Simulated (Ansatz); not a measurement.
Basis sets compared for Li8S4 (the lowest singlet isomer of a short search). Total charge 0; singlet. Geometry PBE0-D4/def2-SVP. Ansatz on 4 threads of Intel Xeon Platinum 8259CL on a shared host; times are rough, and most runs start from earlier orbitals.

Cartesian coordinates in Å:
```
Li 0.316 -2.372 -0.941
Li 1.496 1.382 0.364
Li 1.691 -0.908 1.704
Li 1.265 0.562 -2.156
Li -0.976 2.178 0.943
Li -1.991 0.298 -1.600
Li -1.631 -0.983 1.727
Li -0.148 -0.137 -0.035
S 2.081 -0.865 -0.556
S -1.810 -1.675 -0.450
S -0.334 1.930 -1.245
S 0.042 0.590 2.244
```

The structure comes from a short search, and lower isomers may exist.

Binding counts from free atoms (Li doublet, S triplet) in the same basis, without a counterpoise term.

| level | functions | energy (Eh) | HOMO (eV) | LUMO (eV) | binding per atom (eV) | wall time |
| --- | --- | --- | --- | --- | --- | --- |
| PBE-D4/def2-SVP | 144 | -1652.1730 | -4.57 | -1.46 | 3.04 | 4 s |
| PBE-D4/def2-TZVP | 260 | -1652.7424 | -4.67 | -1.55 | 2.93 | 7 s |
| r2SCAN-D4/def2-TZVP | 260 | -1653.4708 | -4.86 | -1.06 | 2.95 | 13 s |
| PBE0-D4/def2-SVP | 144 | -1652.3505 | -5.62 | -0.91 | 3.00 | 5.5 s |
| PBE0-D4/def2-TZVP (with forces) | 260 | -1652.9110 | -5.72 | -1.00 | 2.90 | 17 s |

**Question.** Estimate the rows for PBE-D4/def2-TZVPD, r2SCAN-D4/def2-TZVPD, PBE0-D4/def2-TZVPD.

**Answer.** 
```csv
level,functions,energy (Eh),HOMO (eV),LUMO (eV),binding per atom (eV),wall time
PBE-D4/def2-TZVPD,320,-1652.7494,-4.65,-1.55,2.94,12 s
r2SCAN-D4/def2-TZVPD,320,-1653.4786,-4.81,-1.07,2.96,20 s
PBE0-D4/def2-TZVPD,320,-1652.9186,-5.69,-1.01,2.91,17 s
```
